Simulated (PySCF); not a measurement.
## Vibration and rotation of TmBr

PBE constants of TmBr, triplet, about 13.0 electrons in the 4f shell (Mulliken), real f orbitals that mix terms (basis Tm x2c-SVPall, Br x2c-SVPall; spin-free X2C with a Gaussian nucleus; PySCF 2.14; masses 168.9342 and 78.9183 u):

```
ωe                       : 197.7 cm⁻¹
ωexe                     : 0.421 cm⁻¹
Be                       : 0.044591 cm⁻¹
αe                       : 0.000136 cm⁻¹
D (centrifugal)          : 9.07e-09 cm⁻¹
De to Tm (4f13 6s2) + Br : 3.54 eV
```

(1) Give the vibrational terms G(v) and spacings up to v = 6.

(2) How well does the Morse estimate ωe²/(4ωexe) reproduce De, and what is D0?

These are scalar-relativistic numbers at best; spin–orbit coupling would shift them, the dissociation energy most. Counting both spins, an empty level lies below a filled one in this solution, because spin and occupation are held. With d or f electrons several states lie close, and the lowest PBE0 determinant need not be the measured ground state.

Answers

(1) G(v) = ωe(v+½) − ωexe(v+½)².

| v | G(v) (cm⁻¹) | G(v) − G(v−1) | Bv (cm⁻¹) |
| --- | --- | --- | --- |
| 0 | 98.7 |  | 0.04452 |
| 1 | 295.6 | 196.9 | 0.04439 |
| 2 | 491.6 | 196.0 | 0.04425 |
| 3 | 686.8 | 195.2 | 0.04412 |
| 4 | 881.1 | 194.3 | 0.04398 |
| 5 | 1074.6 | 193.5 | 0.04384 |
| 6 | 1267.3 | 192.6 | 0.04371 |

(2) It gives 2.88 eV, 81 % of the computed De. D0 = De − G(0) = 3.54 − 0.01 = 3.53 eV.
